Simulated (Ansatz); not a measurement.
Pulling on the In1–H2 bond in H5InSi (SMILES [SiH3][InH2]) (multiplicity 1 held, fragments rigid). Energies count from the point at 1.738 Å.
Geometry at that point (charge 0, multiplicity 1):
| atom | x (Å) | y (Å) | z (Å) |
|---|---|---|---|
| In | -0.3267 | -0.5521 | 0.0667 |
| H | 0.1466 | -1.7044 | 1.2782 |
| H | -1.6992 | -0.9445 | -0.9221 |
| Si | 0.9842 | 1.6663 | -0.2068 |
| H | 0.7572 | 2.5307 | 0.9811 |
| H | 0.5786 | 2.4336 | -1.4105 |
| H | 2.4442 | 1.4074 | -0.2978 |

Restricted levels (R-, RO-) in cc, def2 and unpolarised 6-31G sets keep to the state of the molecule at rest. Unrestricted levels (U-) break spin symmetry where that is lower. Active spaces are followed from a long bond inwards. Levels need not reach the same state.

Cores are frozen in the correlated methods. Filled d and f shells under p-block atoms count as core.

Run with Ansatz (a quantum-chemistry and plane-wave program). Each number belongs to the level named beside it. In def2 rows elements past Kr take small-core potentials, without spin–orbit coupling.

Energies in kcal/mol.

```
R (Å)  U-HF/def2-SVP  U-MP2/def2-SVP  U-SCS-MP2/def2-SVP  U-CCSD(T)/def2-SVP  R-CCSDT/def2-SVP  FIC-MRCISD+Q on CASSCF(2,2)/def2-SVP
-----  -------------  --------------  ------------------  ------------------  ----------------  ------------------------------------
1.390           29.2            29.5                29.7                30.1              30.1                                  30.1
1.564            5.9             6.1                 6.2                 6.5               6.5                                   6.4
1.738            0.0             0.0                 0.0                 0.0               0.0                                   0.0
1.912            3.2             2.9                 2.8                 2.4               2.3                                   2.5
2.085           11.0            10.4                10.2                 9.1               9.0                                   9.2
2.346           26.3            25.0                24.6                22.2              22.0                                  22.3
2.607           39.3            44.5                45.4                35.5              34.9                                  35.2
3.041           49.0            58.9                60.8                53.3              51.8                                  52.0
3.475           52.4            63.6                65.8                63.8              61.7                                  61.8
3.997           53.6            65.3                67.5                67.7              67.0                                  67.0
4.692           54.0            65.8                68.1                68.6              69.0                                  69.0
5.561           54.1            65.9                68.2                68.7              69.4                                  69.4
```

Doubts at one or more of the structures used: a spin-contaminated determinant (U-HF/def2-SVP, U-MP2/def2-SVP, U-SCS-MP2/def2-SVP, U-CCSD(T)/def2-SVP); T1 above 0.05 (U-CCSD(T)/def2-SVP, R-CCSDT/def2-SVP); a restricted determinant that unrestricted orbitals would lower (R-CCSDT/def2-SVP); other coupled-cluster roots lie near (R-CCSDT/def2-SVP).
